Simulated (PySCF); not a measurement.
Species: CH8BGeN.
Cartesian coordinates in Å at the PBE0-D3(BJ)/def2-SVP level; atoms count from 1:
```xyz
12
CH8BGeN angstrom
C     -2.3792   -0.1615   -0.3297
N     -0.9620   -0.1305   -0.6055
B      0.0592    0.2001    0.2726
Ge     2.0165    0.1823   -0.3776
H     -2.9312    0.5599   -0.9553
H     -2.8068   -1.1613   -0.5128
H     -2.5502    0.0969    0.7235
H     -0.7305   -0.3760   -1.5633
H     -0.2373    0.4926    1.4109
H      2.1206   -0.2344   -1.8668
H      2.6936    1.5647   -0.2575
H      2.8987   -0.8019    0.4207
```

Computed, not measured: PBE0-D3(BJ)/def2-SVP geometry optimisation, gas phase in PySCF 2.14.0.

Masses are those of the commonest isotopes; rigid-rotor values at the optimised geometry. The values belong to one conformer with, in the numbering `[CH3:1][NH:2][BH:3][GeH3:4]`, C1–N2–B3–Ge4 -179°.

(1) Give the principal moments of inertia and the rotational constants in MHz.

(2) What kind of rotor is it?

(3) Is it planar, by Δ = Ic − Ia − Ib?

(4) Give the other two planar moments, Paa and Pbb, and the rms extents of the mass along the axes.

(5) List the rotational levels J(Ka,Kc) to J = 3 (cm⁻¹).

(6) Which lines would a microwave search look for?

(7) Estimate the classical rotational partition function at 25 K, 50 K and 100 K.

## Answers

(1) Ia = 19.70, Ib = 337.66, Ic = 348.01 u·Å²; 505379 MHz·u·Å²/I gives A = 25655, B = 1497, C = 1452 MHz.

(2) A near-prolate asymmetric top: κ = (2 × 1497 − 25655 − 1452)/(25655 − 1452) = -1.00.

(3) Not planar: Δ = Ic − Ia − Ib = -9.35 u·Å². For a rigid frame Δ = −2 Σ m c², so Σ m c² = 4.68 u·Å² lies off the ab plane, practically all of it from hydrogen. The atom farthest from that plane is 1.24 Å away.

(4) Paa = Σ m a² = (Ib + Ic − Ia)/2 = 332.99 and Pbb = Σ m b² = (Ia + Ic − Ib)/2 = 15.02 u·Å². With the mass M = 119.00 u, the rms extents √(P/M) along a, b and c are 1.67, 0.36, 0.20 Å.

(5) Above 0(0,0):
J = 1: 1(0,1) 0.0984, 1(1,1) 0.9042, 1(1,0) 0.9057
J = 2: 2(0,2) 0.2951, 2(1,2) 1.0994, 2(1,1) 1.1039, 2(2,1) 3.5214, 2(2,0) 3.5214
J = 3: 3(0,3) 0.5902, 3(1,3) 1.3923, 3(1,2) 1.4012, 3(2,2) 3.8165, 3(2,1) 3.8165, 3(3,1) 7.8494, 3(3,0) 7.8494
Those of J = 1 are B + C, A + C and A + B.

(6) The dipole components are |μa| = 2.79 D, |μb| = 1.02 D, |μc| = 0.00 D; the mirror of this Cs structure is the ab plane, so μc vanishes by symmetry (the 0.01 D computed is a residue) and there are no c-type lines. Intensities carry the squares of the components, which stand as 1.00 : 0.13 (a : b). Some lines, for components of 0.1 D or more:

```
type  branch         J(Ka,Kc)     MHz  lower level (cm⁻¹)
   a       R  1(0,1) ← 0(0,0)    2949               0.000
   a       R  2(0,2) ← 1(0,1)    5898               0.098
   a       R  2(1,1) ← 1(1,0)    5942               0.906
   a       R  3(2,2) ← 2(2,1)    8847               3.521
   a       R  3(2,1) ← 2(2,0)    8847               3.521
   a       R  3(1,2) ← 2(1,1)    8913               1.104
   b       Q  3(1,2) ← 3(0,3)   24314               0.590
   b       R  1(1,1) ← 0(0,0)   27107               0.000
   b       R  2(1,2) ← 1(0,1)   30012               0.098
   b       Q  2(2,1) ← 2(1,2)   72609               1.099
   b       R  2(2,1) ← 1(1,0)   78418               0.906
   b       R  2(2,0) ← 1(1,1)   78462               0.904
   b       R  3(2,2) ← 2(1,1)   81322               1.104
   b       Q  3(3,0) ← 3(2,1)  120903               3.817
   b       Q  3(3,1) ← 3(2,2)  120904               3.817
```

(7) Point group Cs, symmetry number σ = 1; q = (√π/σ)·√((kT/h)³/(ABC)), k/h = 20836.6 MHz/K: 2820 at 25 K, 7980 at 50 K, 22600 at 100 K.

PBE0-D3(BJ)/def2-SVP frequencies: not computed here. No vibrational averaging or centrifugal distortion is included, and the geometry carries the error of its method. A rigid rotor knows nothing of internal rotation, which can split or shift real lines. Quadrupole hyperfine structure (11B, 14N) is left out.
